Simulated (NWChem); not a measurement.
System: SiHF₃; SMILES [SiH](F)(F)F

Output (shortened):

```
             Northwest Computational Chemistry Package (NWChem) 7.3.0
             --------------------------------------------------------

                             Geometry "geometry" -> ""
                             -------------------------

 Output coordinates in angstroms (scale by  1.889725989 to convert to a.u.)

  No.       Tag          Charge          X              Y              Z
 ---- ---------------- ---------- -------------- -------------- --------------
    1 Si                  14.0000     0.00000000     0.00000000     0.32746600
    2 F                    9.0000     1.44305400    -0.38471100    -0.24312900
    3 F                    9.0000    -1.05469700    -1.05736600    -0.24312900
    4 F                    9.0000    -0.38835700     1.44207700    -0.24312900
    5 H                    1.0000     0.00000000     0.00000000     1.79360900

 Effective nuclear repulsion energy (a.u.)     185.5376944114

                                 NWChem DFT Module
                                 -----------------

 Summary of "ao basis" -> "ao basis" (spherical)
 ------------------------------------------------------------------------------
       Tag                 Description            Shells   Functions and Types
 ---------------- ------------------------------  ------  ---------------------
 Si                         def2-svp                 8       18   4s3p1d
 F                          def2-svp                 6       14   3s2p1d
 H                          def2-svp                 3        5   2s1p

 in cosmo_initialize ...
 calling solv_data for solv:hexane

 solvent parameters
 solvname_short: hexane
 solvname_long:  n-hexane
 dielec:        1.8819
 dielecinf:     1.8903
 nonaqueous SMD model solvent descriptors
 dielec:        1.8819
 sola:          0.0000
 solb:          0.0000
 solc:          0.0000
 solg:         25.7500
 solh:          0.0000
 soln:          1.3749

          ---------------
          -cosmo- solvent
          ---------------
 Cosmo: York-Karplus, doi: 10.1021/jp992097l
 dielectric constant -eps-     =   1.88
 screen = (eps-1)/(eps    )    =   0.46862
 surface charge correction     = lagrangian

   van der Waals surface
 --------------------------

[...]

                                COSMO-SMD solvation results
                                ---------------------------

             internal energy in gas <Psi(g)|H|Psi(g)> =      -589.065902188204
         internal energy in solvent <Psi(s)|H|Psi(s)> =      -589.065815528656
                               delta internal energy  =         0.000086659549 (    0.05 kcal/mol)
   total free energy in solvent <Psi(s)|H+V/2|Psi(s)> =      -589.067787880525
 polarization energy contribution <Psi(s)|V/2|Psi(s)> =        -0.001972351870 (   -1.24 kcal/mol)
    total free energy in solvent including G(SMD-CDS) =      -589.067496970607
                       G(SMD-CDS) energy contribution =         0.000290909918 (    0.18 kcal/mol)
     1 M fixed-concentration free energy of solvation =        -0.001594782402 (   -1.00 kcal/mol)

                       DFT Final Molecular Orbital Analysis
                       ------------------------------------

 Vector   19  Occ=2.000000D+00  E=-4.572645D-01
              MO Center= -3.9D-01, -3.9D-01, -2.0D-01, r^2= 2.4D+00
   Bfn.  Coefficient  Atom+Function         Bfn.  Coefficient  Atom+Function
  ----- ------------  ---------------      ----- ------------  ---------------
    38      0.407447  3 F  pz                41     -0.288701  3 F  pz
    36     -0.217725  3 F  px                37     -0.217778  3 F  py
    24     -0.204360  2 F  pz                52     -0.203031  4 F  pz
    22     -0.190654  2 F  px                51     -0.190066  4 F  py
    27      0.144803  2 F  pz                39      0.143594  3 F  px

 Vector   20  Occ=2.000000D+00  E=-4.417541D-01
              MO Center= -3.7D-04, -3.7D-04, -2.4D-01, r^2= 2.7D+00
   Bfn.  Coefficient  Atom+Function         Bfn.  Coefficient  Atom+Function
  ----- ------------  ---------------      ----- ------------  ---------------
    23      0.380244  2 F  py                50     -0.379987  4 F  px
    36      0.278778  3 F  px                37     -0.278073  3 F  py
    26     -0.269437  2 F  py                53      0.269255  4 F  px
    39     -0.197533  3 F  px                40      0.197034  3 F  py
    51     -0.102419  4 F  py                22      0.101458  2 F  px

 Vector   21  Occ=2.000000D+00  E=-4.061462D-01
              MO Center= -3.3D-05, -3.3D-05,  8.8D-01, r^2= 2.3D+00
   Bfn.  Coefficient  Atom+Function         Bfn.  Coefficient  Atom+Function
  ----- ------------  ---------------      ----- ------------  ---------------
    61      0.376704  5 H  s                 62      0.250973  5 H  s
    24      0.240890  2 F  pz                38      0.240931  3 F  pz
    52      0.240890  4 F  pz                10      0.211590  1 Si pz
     3      0.176916  1 Si s                 27     -0.163957  2 F  pz
    41     -0.163983  3 F  pz                55     -0.163957  4 F  pz

 Vector   22  Occ=0.000000D+00  E= 5.773310D-02
              MO Center=  2.1D-03,  2.1D-03,  2.6D-01, r^2= 3.6D+00
   Bfn.  Coefficient  Atom+Function         Bfn.  Coefficient  Atom+Function
  ----- ------------  ---------------      ----- ------------  ---------------
     4      1.618025  1 Si s                 62     -0.927851  5 H  s
    21     -0.376303  2 F  s                 35     -0.374808  3 F  s
    49     -0.376280  4 F  s                  3      0.324159  1 Si s
     2      0.294978  1 Si s                 61     -0.217900  5 H  s
    25      0.179169  2 F  px                54      0.179041  4 F  py

[...]
```

Level: PBE0/def2-SVP, SMD on the gas-phase geometry. Coordinates come from a PBE0/def2-SVP optimisation. Solvent: n-hexane.

Problem. Reconstruct the input file.

Solution. This is not unique; one that fits is the input that was run:
```
start job
memory heap 200 mb stack 900 mb global 1100 mb
geometry units angstroms noautosym nocenter noautoz
  Si     0.000000     0.000000     0.327466
  F      1.443054    -0.384711    -0.243129
  F     -1.054697    -1.057366    -0.243129
  F     -0.388357     1.442077    -0.243129
  H      0.000000     0.000000     1.793609
end
basis spherical
  * library def2-svp
end
dft
  xc pbe0
  iterations 150
end
cosmo
  do_cosmo_smd true
  solvent hexane
end
task dft energy
```
